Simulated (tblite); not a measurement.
C₂H₁₂Ge₂NP.
Bonds: P1–Ge2, Ge2–C3, C3–N4, N4–C5, C5–Ge6. Hydrogens: H7, H8 on P1; H9, H10 on Ge2; H11, H12 on C3; H13 on N4; H14, H15 on C5; H16, H17, H18 on Ge6.

Computed with GFN2-xTB (tblite), gas phase: L-BFGS steps from a force-field or distance-geometry start until the largest atomic force falls under 0.01 eV/Å.

Step 22: E = -534.9734 eV
```
atom  x, y, z in Å  |  force x, y, z in eV/Å
P1      3.1319    0.4241   -1.3059   -0.010   0.047   0.003
Ge2     2.1320   -1.4386   -0.4160   -0.057   0.009   0.050
C3      0.6248   -0.9799    0.8208    0.002   0.006  -0.005
N4     -0.3256   -0.1444    0.1120    0.004   0.030  -0.003
C5     -1.4057    0.3359    0.9546   -0.005  -0.010   0.002
Ge6    -2.6233    1.5012   -0.0798    0.034  -0.013   0.007
H7      3.1683    1.0509   -0.0649    0.019  -0.016  -0.031
H8      1.8971    0.9845   -1.6031    0.011  -0.012  -0.002
H9      1.6008   -2.3307   -1.5182   -0.014  -0.001  -0.007
H10     3.1209   -2.3259    0.3128   -0.008   0.016  -0.002
H11     1.0327   -0.3955    1.6516   -0.015  -0.013   0.007
H12     0.1628   -1.8780    1.2564    0.007  -0.012  -0.011
H13    -0.7235   -0.6838   -0.6554    0.006   0.008   0.003
H14    -0.9652    0.9279    1.7638    0.003  -0.024  -0.006
H15    -1.9641   -0.4873    1.4326   -0.003   0.007   0.012
H16    -3.2650    0.7547   -1.2051    0.004  -0.026  -0.012
H17    -3.7215    2.0403    0.7798    0.007  -0.007   0.006
H18    -1.8861    2.6509   -0.6742    0.016   0.012  -0.012
```

Step 23: E = -534.9738 eV
```
atom  x, y, z in Å  |  force x, y, z in eV/Å
P1      3.1317    0.4230   -1.3087   -0.003   0.058  -0.001
Ge2     2.1312   -1.4359   -0.4158   -0.063  -0.008   0.065
C3      0.6233   -0.9807    0.8228    0.025  -0.001  -0.007
N4     -0.3253   -0.1426    0.1150    0.006   0.014  -0.003
C5     -1.4073    0.3363    0.9559   -0.002  -0.006   0.004
Ge6    -2.6228    1.5015   -0.0820    0.032  -0.017   0.013
H7      3.1723    1.0520   -0.0691    0.021  -0.016  -0.027
H8      1.8969    0.9841   -1.6024    0.004  -0.005  -0.008
H9      1.6000   -2.3281   -1.5171   -0.017  -0.006  -0.015
H10     3.1211   -2.3236    0.3106   -0.007   0.015   0.002
H11     1.0332   -0.4007    1.6557   -0.028  -0.008   0.006
H12     0.1613   -1.8812    1.2542    0.006   0.000  -0.013
H13    -0.7220   -0.6819   -0.6528    0.001   0.009  -0.009
H14    -0.9672    0.9281    1.7652   -0.002  -0.018   0.002
H15    -1.9655   -0.4874    1.4334   -0.002   0.012   0.007
H16    -3.2648    0.7516   -1.2061    0.013  -0.013  -0.005
H17    -3.7217    2.0403    0.7780    0.011  -0.007  -0.002
H18    -1.8832    2.6515   -0.6751    0.005  -0.002  -0.010
```

Task: Estimate the geometry and energy of step 24. (The exact step hangs on the optimiser's Hessian estimate; all steps are aligned on step 23, rigid shifts and turns removed.)

Result: E = -534.9742 eV, largest force 0.068 eV/Å
```
atom  x, y, z in Å  |  force x, y, z in eV/Å
P1      3.1314    0.4227   -1.3118    0.003   0.041  -0.008
Ge2     2.1293   -1.4332   -0.4144   -0.044  -0.017   0.049
C3      0.6219   -0.9818    0.8250    0.030  -0.005  -0.005
N4     -0.3248   -0.1405    0.1184    0.005  -0.006  -0.001
C5     -1.4089    0.3366    0.9574    0.004  -0.001   0.004
Ge6    -2.6219    1.5015   -0.0839    0.022  -0.016   0.013
H7      3.1773    1.0530   -0.0742    0.021  -0.008  -0.012
H8      1.8967    0.9836   -1.6019   -0.008   0.007  -0.013
H9      1.5990   -2.3253   -1.5164   -0.020  -0.006  -0.015
H10     3.1216   -2.3210    0.3083   -0.007   0.012   0.007
H11     1.0333   -0.4067    1.6604   -0.038  -0.001   0.009
H12     0.1599   -1.8847    1.2515    0.003   0.010  -0.013
H13    -0.7203   -0.6796   -0.6501   -0.001   0.012  -0.020
H14    -0.9697    0.9283    1.7669   -0.004  -0.010   0.013
H15    -1.9673   -0.4873    1.4344   -0.002   0.011   0.002
H16    -3.2644    0.7482   -1.2072    0.024   0.001   0.006
H17    -3.7219    2.0404    0.7758    0.018  -0.007  -0.010
H18    -1.8802    2.6520   -0.6763   -0.006  -0.018  -0.006
```

The energy changes by -0.0004 eV. The first-order estimate −F·Δx gives -0.0006 eV and the mean of the old and new forces, exact on a quadratic surface, -0.0004 eV. The step makes an angle of 74° with the force vector and moves no atom by more than 0.008 Å.

The cost below is that of the whole relaxation. On one thread of an Arm Neoverse N1, no GPU, shared host with 64 logical CPUs at a one-minute load of 59, this took 1.3 s.
